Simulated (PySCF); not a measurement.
C2H4FNOSi. Atoms are numbered in the order given.

```xyz
10

O      2.8833    -0.8072     0.6089
C      2.4533     0.0637    -0.1025
N      1.1362     0.5450    -0.0637
C      0.1331    -0.2309    -0.2074
Si    -1.5861     0.5391    -0.0183
F     -2.6856    -0.6565    -0.1384
H      3.0845     0.6321    -0.8263
H      0.2758    -1.3081    -0.4380
H     -1.8190     1.5093    -1.1174
H     -1.7030     1.1730     1.3176
```
Charge 0, spin multiplicity 1.

Geometry optimised at B3LYP-D3(BJ)/def2-SVP. The structure was generated by enumeration; whether it is a known compound was not checked. Other conformers were not sampled.

Level of theory: B3LYP/def2-TZVP in PySCF.

ESP charges are fitted to the potential on shells at 1.4 to 2.0 van der Waals radii. Atomic charges (e):

```csv
atom,Löwdin,ESP fit,meta-Löwdin
O1,0.11,…,-0.40
C2,-0.37,0.59,0.34
N3,0.12,…,-0.23
C4,-0.28,0.22,-0.17
Si5,0.28,…,0.97
F6,-0.02,…,-0.51
H7,0.11,0.01,0.09
H8,0.13,0.07,0.11
H9,-0.04,-0.06,-0.10
H10,-0.03,-0.03,-0.10
```

Q: Fill in the missing entries. (An estimate is asked for; the answer gives what the named calculation found.)

A: 
- O1, ESP fit: -0.46
- N3, ESP fit: -0.50
- Si5, ESP fit: 0.41
- F6, ESP fit: -0.26

Q: Give the Mayer and Wiberg (Löwdin basis) orders of the bonds. (The exact figures need the calculation; the answer reports its results.)

A: 
```csv
bond,Mayer,Wiberg
O1–C2,2.08,2.77
C2–N3,1.06,1.49
N3–C4,1.80,2.23
C4–Si5,0.92,1.09
Si5–F6,1.06,1.69
C2–H7,0.95,0.87
C4–H8,0.92,0.87
Si5–H9,0.94,0.93
Si5–H10,0.94,0.93
```
